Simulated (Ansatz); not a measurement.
Total energies of AsH₇Si₂ (`[SiH3][AsH][SiH3]`).

Z-matrix (Å, degrees):
```
Si
As 1 2.360
H 1 1.486 2 108.9
H 1 1.486 2 107.6 3 118.0
H 1 1.487 2 113.2 3 -121.5
Si 2 2.360 1 93.2 3 168.2
H 2 1.524 1 92.8 3 75.2
H 6 1.487 2 113.2 1 -46.2
H 6 1.486 2 107.6 1 74.2
H 6 1.486 2 108.9 1 -167.8
```

The species carries charge 0 and has multiplicity 1. Correlated methods include outer-core shells of As, which these sets cover unevenly. Scalar relativity is left out up to krypton. The structure was optimised at the PBE0-D4/def2-TZVP level. Basis def2-TZVPP, the Gaussian-basis code of Ansatz.

RPA on PBE orbitals: Hartree–Fock energy of these orbitals -2816.11251 Eh, correlation -0.96702 Eh (frozen core).

```csv
functional,energy without D4 (Eh),D4 term (kJ/mol)
LDA (SPW92),-2813.41389,–
BLYP,-2819.11463,-51.3
B97M-V,-2818.53130,–
r2SCANh,-2819.01899,-6.1
r2SCAN0,-2819.00800,-6.8
CAM-B3LYP,-2819.21934,-21.3
LC-ωPBE,-2818.61161,–
ωB97X-V,-2818.79570,–
B2PLYP,-2818.46773,–
PBE-QIDH,-2818.07860,–
```

Q: Give the same for PBE, revPBE, r2SCAN, PBE0, B3LYP, HSE06 (plane-wave form), BHLYP, ωB97M-V. (Best estimate.)

A: Ansatz gave: 
```tsv
functional	energy without D4 (Eh)	D4 term (kJ/mol)
PBE	-2818.43905	-24.0
revPBE	-2818.79209	-62.1
r2SCAN	-2819.02709	-5.6
PBE0	-2818.57041	-20.5
B3LYP	-2819.18525	-39.2
HSE06 (plane-wave form)	-2818.55797	-19.4
BHLYP	-2819.07297	-34.2
ωB97M-V	-2818.89881	–
```

B3LYP takes the VWN-RPA correlation (the form of Gaussian; ORCA's B3LYP/G). HSE06 is the plane-wave form, built on full-range PBE exchange. The double hybrids freeze the cores in their second-order part.

LC-ωPBE has ω = 0.4 bohr⁻¹.
